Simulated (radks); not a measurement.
Polarisabilities and homonuclear dispersion coefficients (atomic units). Calculated with a radial shooting solver on a logarithmic mesh with Libxc functionals: non-relativistic Kohn-Sham, PBE, spin-unpolarised, spherical densities, point nucleus. Response by self-consistent Sternheimer equations with the Hartree and adiabatic LDA kernel. For heavy and open-shell atoms this level of theory can miss by tens of per cent. "Uncoupled" leaves out the induced potential. Quadrupole and octupole values are given only where no p, d or f shell is open. The Sternheimer factor gamma scales a distant field gradient at the nucleus by 1 - gamma.

[
 {"species": "As", "configuration": "[Ar] 3d10 4s2 4p3", "alpha1 (bohr^3)": "36.98", "alpha1, uncoupled": "53.88", "alpha2 (bohr^5)": "-", "alpha3 (bohr^7)": "-", "C6": "321.2", "C8": "-", "Sternheimer gamma": "-", "recommended alpha1": "30 +/- 1"},
 {"species": "Ru+", "configuration": "[Kr] 4d7", "alpha1 (bohr^3)": "15.97", "alpha1, uncoupled": "24.01", "alpha2 (bohr^5)": "-", "alpha3 (bohr^7)": "-", "C6": "100.8", "C8": "-", "Sternheimer gamma": "-", "recommended alpha1": "-"},
 {"species": "Xe3+", "configuration": "[Kr] 4d10 5s2 5p3", "alpha1 (bohr^3)": "10.14", "alpha1, uncoupled": "17.86", "alpha2 (bohr^5)": "-", "alpha3 (bohr^7)": "-", "C6": "60.65", "C8": "-", "Sternheimer gamma": "-", "recommended alpha1": "-"},
 {"species": "Zn", "configuration": "[Ar] 3d10 4s2", "alpha1 (bohr^3)": "40.44", "alpha1, uncoupled": "71.19", "alpha2 (bohr^5)": "357.9", "alpha3 (bohr^7)": "5856", "C6": "297.2", "C8": "14680", "Sternheimer gamma": "-9.72", "recommended alpha1": "38.67 +/- 0.3"},
 {"species": "Mo+", "configuration": "[Kr] 4d5", "alpha1 (bohr^3)": "23.21", "alpha1, uncoupled": "33.95", "alpha2 (bohr^5)": "-", "alpha3 (bohr^7)": "-", "C6": "149.8", "C8": "-", "Sternheimer gamma": "-", "recommended alpha1": "-"},
 {"species": "Fe2+", "configuration": "[Ar] 3d6", "alpha1 (bohr^3)": "4.166", "alpha1, uncoupled": "5.179", "alpha2 (bohr^5)": "-", "alpha3 (bohr^7)": "-", "C6": "12.14", "C8": "-", "Sternheimer gamma": "-", "recommended alpha1": "-"}
]

Recommended values: Schwerdtfeger and Nagle, table of static dipole polarisabilities (2023 update), measured or computed.

Beside tabulated values, note that relativity, absent from the non-relativistic runs, is large for the heavy elements, and spin-unpolarised runs miss the spin-polarisation part of the exchange energy of open shells.
